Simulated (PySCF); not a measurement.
C4H4O3Si: full NMR table

```yaml
Formula: C4H4O3Si
SMILES: C#C[Si@@H]1OCC(=O)O1
InChI: InChI=1S/C4H4O3Si/c1-2-8-6-3-4(5)7-8/h1,8H,3H2/t8-/m1/s1
Point_group_of_the_computed_structure: C1
Degrees_of_unsaturation: 4
Carbon_signals: 4
Proton_signals: 4
```

Atom-mapped SMILES (the numbers label the heavy atoms): `[CH:1]#[C:2][Si@@H:3]1[O:4][CH2:5][C:6](=[O:7])[O:8]1`. Hydrogens are named by the atom that carries them. Ha(C5) is cis to C2 on the ring; Hb(C5) is trans to C2 on the ring.

- geometry from GFN2-xTB
- GIAO PBE0/pcSseg-1 shieldings
- program: PySCF
- one conformer, no relativistic terms, no solvent

Scale: 1H (σ = 31.72 ppm) and 13C (σ = 186.93 ppm) and 29Si (σ = 349.16 ppm) against TMS; 17O (σ = 336.08 ppm) vs H2O (reference shieldings calculated alike).

| carbon | δC, type | δH (multiplicity) | HMBC from (2–3 bonds) | span of the C tensor (ppm) |
| --- | --- | --- | --- | --- |
| C1 | 102.6, CH | 2.01 (d) | H(Si3) | 255 |
| C2 | 85.9, C | – | H(Si3), H(C1) | 282 |
| C5 | 66.0, CH2 | Ha(C5) 4.50 (m); Hb(C5) 4.43 (m) | H(Si3) | 56 |
| C6 | 174.4, C | – | H(Si3), Ha(C5), Hb(C5) | 152 |

Other nuclei:
```csv
atoms,nucleus,environment,δ (ppm),σ (ppm)
H(Si3),1H,"hydrogen on a silicon bonded to C, 2 O, in a 5-membered ring",5.13,26.58
Si3,29Si,"silicon bonded to C, 2 O, H, in a 5-membered ring",-28.5,377.7
O7,17O,carbonyl oxygen,441.9,-105.9
O8,17O,"oxygen bonded to C, Si, in a 5-membered ring",221.7,114.3
O4,17O,"oxygen bonded to C, Si, in a 5-membered ring",35.0,301.1
```

1. Carbon types of the structure: 2 × C, 1 × CH, 1 × CH2, leaving 1 H on heteroatoms.
2. δC 174.4: carbonyl carbon.
3. δC 102.6: terminal alkyne carbon; the triple bond shields along its axis, which puts it between sp3 and sp2 carbons.
4. δC 85.9: alkyne carbon; the triple bond shields along its axis, which puts it between sp3 and sp2 carbons.
5. δC 66.0: sp3 CH2 bonded to O, α to a carbonyl; the inductive effect lowers its shielding.
6. δH 2.01: hydrogen on a terminal alkyne carbon; it lies on the axis of the triple bond, in its shielding cone.

Shifts are as computed. Against solution values, carbons near 30 ppm lie about +3 ppm off and those near 130 ppm about +5 ppm. Of 1211 compounds with measured shifts, 218 miss one by over three times the rms of a fit or turn the order of signals round; such compounds aren't used in these exercises. Unscaled 17O shifts of doubly bonded oxygen tend to come out too high, by tens of ppm or more. Experimental scales use liquid or dissolved standards, which lie at an offset from isolated H2O (liquid H2O: subtract about 36 ppm). No couplings were computed; multiplicities are counted from neighbouring protons, with m where these are inequivalent, close in shift, in a saturated or five-membered ring or joined by F or P, and br s for small geminal =CH2 splittings.
